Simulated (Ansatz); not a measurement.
Saddle point of GeH$_{4}$, singlet (GeH₂ + H₂ → GeH₂ + H₂; bonds formed: Ge1–H2, H3–H4; bonds broken: Ge1–H4, H2–H3), PBE0-D4/def2-TZVP structure:

```
atom    x (Å)    y (Å)    z (Å)
 Ge1  -0.2395  -0.4411   0.8323
  H2   0.6779  -0.7711  -0.5636
  H3  -0.0900  -0.0352  -0.8432
  H4  -1.0137   0.3953  -0.4327
  H5   0.6652   0.8521   1.0073
```

Energies are electronic, without zero-point energy. Barriers and step energies count from the start structure reached by relaxing down the imaginary mode; all methods use the PBE0-D4 structures, on which another method's saddle can fall below an end. Program: Ansatz 0.2.0. Basis: def2-TZVPP, with def2-QZVPP for the basis limit. Cores are frozen in the correlated methods. Filled d shells of the heavier atoms are correlated. The def2 sets are not built for correlating such inner shells, so the correlated values are less sure here. B3LYP uses VWN-RPA correlation. Extrapolation: Hartree–Fock as exp(−7.88 √X), correlation as X^−2.97.

```csv
method,barrier (kcal/mol),step energy (kcal/mol)
SPW92,3.60,-0.01
PBE-D4,8.04,0.00
BLYP-D4,?,0.00
r2SCAN-D4,?,0.00
B97M-V,9.15,0.00
PBE0-D4,9.89,0.00
B3LYP-D4,12.42,0.00
r2SCAN0-D4,10.22,0.00
BHLYP-D4,15.08,0.00
CAM-B3LYP-D4,12.68,0.00
wB97X-V,?,0.00
wB97M-V,12.48,0.00
B2PLYP,12.76,0.00
PBE-QIDH,11.66,0.00
RPA on PBE,13.04,0.00
HF,21.77,0.01
MP2,12.44,0.00
CCSD,14.43,0.00
CCSD(T),13.14,0.00
```

**Question.** Fill in the withheld barriers. (An estimate is asked for; the value comes from the calculation.)

**Answer.** Computed: r2SCAN-D4 8.51; wB97X-V 12.88; BLYP-D4 11.37 kcal/mol. Each is the energy of the saddle less that of the start structure, by the same method.

For comparison, the barrier by CCSD(T) at an estimated basis limit (MP2 extrapolated from triple and quadruple zeta, plus CCSD(T) − MP2 in triple zeta) is 11.83 kcal/mol.

T1 diagnostic: at most 0.014.

For scale, one of the runs: CCSD(T)/def2-TZVPP, 104 basis functions, launched by `ansatz run in.yaml --threads 2 --pin off --events-out ev --progress --plain --max-ram 4352MiB`. Hardware: 2 CPU threads of an Arm Neoverse V1, shared host. Wall time about 3.2 s.
